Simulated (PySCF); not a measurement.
B(F)(Me)(SMe) (C2H6BFS), SMILES CSB(C)F.

Geometry optimised at PBE0-D3(BJ)/def2-SVP. The values are those of a single conformer.

Two levels are set side by side: TDA-PBE/def2-SVPD (PySCF) and TDA-B3LYP/def2-SVPD (PySCF). Vertical, same geometry. The lowest singlet is HOMO→LUMO+1 94 % with PBE and HOMO→LUMO+1 88 % with the other functional; states are paired by order. Differences are taken from unrounded values.

| quantity | TDA-B3LYP |
|---|---|
| lowest singlet excitation (eV) | 6.21 |
| lowest triplet excitation (TDA) (eV) | 5.01 |
| first bright state (f over 0.05) (eV) | 6.34 |
| its oscillator strength | 0.17 |

**Question.** What does TDA-PBE give, and how far is it from TDA-B3LYP? (An estimate is asked for; the answer gives what the named calculation found.)

**Answer.** 
```
quantity                               TDA-PBE  TDA-PBE minus TDA-B3LYP
-------------------------------------  -------  -----------------------
lowest singlet excitation (eV)            5.90                    -0.31
lowest triplet excitation (TDA) (eV)      4.68                    -0.34
first bright state (f over 0.05) (eV)     6.05                    -0.29
its oscillator strength                   0.16                    -0.01
```

Functionals without exact exchange tend to place singlet excitations lower, as here. Differences between two approximate levels are no errors against the true value.

Rough cost on one machine, each run with all the roots and properties that it gave: TDA-B3LYP against TDA-PBE within a factor of 2.
